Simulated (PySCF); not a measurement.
# Two-component Hartree-Fock for Re²⁺ (rhenium, charge +2)

Start: [Xe] 4f14 5d4 6s1; 5d5/2 filled at m_j = -1/2, +1/2, +3/2, +5/2; 6s1/2 filled at m_j = +1/2. Calculated with PySCF 2.14 in x2c-SVPall-2c with one added diffuse shell each of s, d type (8s9p10d2f, 99 functions): generalised Hartree-Fock with the X2C-1e Hamiltonian and a Gaussian nucleus; one run each with spin-orbit coupling (SO) switched off, then screened by Boettger's factors. This is a chosen level, not necessarily the ground level.

```
spinor shell  electrons  ε, spin-free (eV)  ε, screened SO (eV)  weight of nominal j (screened SO)  rms radius, screened SO (bohr)
       1s1/2          2           -72084.8             -72061.9                              1.000                          0.0204
       2s1/2          2           -12659.3             -12652.2                              1.000                          0.0824
       2p1/2          2           -11056.0             -12086.3                              1.000                          0.0700
       2p3/2          4           -11056.0             -10640.6                              1.000                          0.0775
       3s1/2          2            -3010.6              -3008.2                              1.000                           0.210
       3p1/2          2            -2529.7              -2756.0                              1.000                           0.202
       3p3/2          4            -2529.7              -2436.7                              1.000                           0.217
       3d3/2          4            -1977.6              -2017.0                              1.000                           0.192
       3d5/2          6            -1977.6              -1948.9                              1.000                           0.196
       4s1/2          2            -678.20              -677.40                              1.000                           0.468
       4p1/2          2            -517.61              -570.78                              1.000                           0.476
       4p3/2          4            -517.61              -495.50                              1.000                           0.509
       4d3/2          4            -311.96              -319.94                              0.999                           0.532
       4d5/2          6            -311.96              -305.81                              0.999                           0.543
       5s1/2          2            -121.28              -121.08                              1.000                            1.11
       5p1/2          2            -77.433              -86.045                              0.937                            1.27
       4f5/2          6            -81.199              -82.271                              0.984                           0.636
       4f7/2          8            -81.199              -79.713                              0.986                           0.640
       5p3/2          4            -77.433              -73.562                              0.963                            1.30
       5d5/2          4            -31.207              -30.974                              0.559                            1.85
       6s1/2          1            -24.802              -24.791                              0.967                            2.89
```

```
   quantity     spin-free   screened SO
E (hartree)  -16678.23874  -16698.80617
        M_J           9/2           9/2
       ⟨J²⟩        24.755        24.969
       ⟨L²⟩         6.003         7.251
       ⟨S²⟩         8.752         8.104
```

Each row is a mean over spinors that exchange with the open shell spreads, by up to 7.764 eV (5p3/2).

Rows whose weight is well below 1 are mixtures of j = l ± 1/2: exchange outweighs spin-orbit coupling there, and the label is only the starting occupation.

⟨J²⟩ departs a little from M_J(M_J + 1) because the unrestricted spinors polarise the closed shells.

Breit and QED terms are absent; they matter most for the inner s and p1/2 levels.

Densities and radii are taken from the X2C orbitals without a picture-change correction, which distorts them close to the nucleus.

Without spin-orbit coupling the j labels of p, d and f shells carry no meaning; the spin-free column gives the mean over the occupied spinors of each nl shell.
